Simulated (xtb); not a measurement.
xtb input:

```bash
xtb mol.xyz --gfn 2 --ohess tight --chrg 1 --uhf 0
```
mol.xyz:
```
13

Si     0.67097810     0.83385067    -0.47942044
C      1.95108094    -0.53413479    -0.39893322
Cl     1.19249481     2.35841818     0.85672443
O     -0.79020760     0.29208540     0.01932235
Si    -2.08710172    -0.35538386     0.80510194
H      0.44159163     1.43833769    -1.77076555
H      1.62215661    -1.34071996    -0.99114480
H      2.91485260    -0.21434430    -0.78710387
H      2.14273850    -0.81816658     0.64100671
H     -3.21246724    -0.00276572    -0.09762390
H     -2.10582759     0.27971760     2.08130023
H     -1.76127311    -1.72679676     0.92441777
H     -0.91548335    -0.25315055    -0.87434241
```

Predict the final energy.

-17.99066 Eh (GFN2-xTB).

It need not be the lowest isomer of its formula.
